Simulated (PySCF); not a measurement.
ZnN: energy against distance

Set-up: basis Zn cc-pVDZ-PP with ECP10, N cc-pVDZ; scalar-relativistic core potentials; PySCF 2.14. Energies in eV from Zn + N in their ground configurations at the same level. State: ⁴Σ⁻ (quartet), unpaired electrons σ ↑, π ↑↑.

All columns are PBE0. A positive dipole means Zn(−)N(+).

| R (Å) | E (eV) | μ (D) | Mulliken charge on Zn (basis-dependent) | HOMO (eV) | LUMO (eV) | Mayer bond order | ⟨S²⟩ |
| --- | --- | --- | --- | --- | --- | --- | --- |
| 1.770 | 0.034 | -0.87 | 0.24 | -5.81 | -2.79 | 1.10 | 3.76 |
| 1.852 | -0.166 | -0.91 | 0.23 | -5.88 | -2.62 | 1.02 | 3.76 |
| 1.935 | -0.264 | -0.92 | 0.22 | -5.96 | -2.51 | 0.94 | 3.76 |
| 1.996 | -0.294 | -0.91 | 0.21 | -6.01 | -2.54 | 0.88 | 3.77 |
| 2.058 | -0.301 | -0.89 | 0.20 | -6.07 | -2.56 | 0.83 | 3.77 |
| 2.120 | -0.292 | -0.85 | 0.18 | -6.12 | -2.57 | 0.77 | 3.77 |
| 2.202 | -0.267 | -0.78 | 0.16 | -6.19 | -2.58 | 0.69 | 3.77 |
| 2.305 | -0.227 | -0.68 | 0.13 | -6.28 | -2.56 | 0.59 | 3.77 |
| 2.428 | -0.181 | -0.55 | 0.10 | -6.36 | -2.53 | 0.48 | 3.77 |
| 2.593 | -0.133 | -0.39 | 0.07 | -6.45 | -2.47 | 0.35 | 3.77 |

A fit through these points gives, at Re = 2.049 Å, μ = -0.89 D and dμ/dR = 0.502 D/Å; the reduced mass is 11.49 u.

Q: How strong is the fundamental in the double-harmonic approximation, I = 42.26·(dμ/dR)²/μred km/mol?

A: I = 42.26·(0.502)²/11.49 = 0.927 km/mol at PBE0.

The bond is weak. Basis-set superposition, not corrected here, can be much of De in a small basis, most of all at correlated wavefunction levels. Functionals without a dispersion term scatter widely for such bonds, and LDA overbinds them. The state was picked by a PBE0 search and need not be the measured ground state.
